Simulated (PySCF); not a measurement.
Correlation energy of V+ (vanadium, charge +1)

[Ar] 3d4, high-spin 5D determinant. Computed with PySCF 2.14 in aug-cc-pVTZ-DK (8s7p5d3f2g, 93 functions), with scalar relativity by spin-free X2C-1e. Frozen: [Ar]; 4 electrons correlated.

| level | correlation energy (mhartree) |
| --- | --- |
| CCSD | -52.12 |
| (T) | -0.94 |
| CCSD(T) | -53.06 |

Diagnostics: T1 = 0.011, D1 = 0.0168, largest double amplitude 0.028.

Problem. Is a single reference adequate?

Solution. Yes: T1 lies below 0.03 and no double amplitude reaches 0.07.
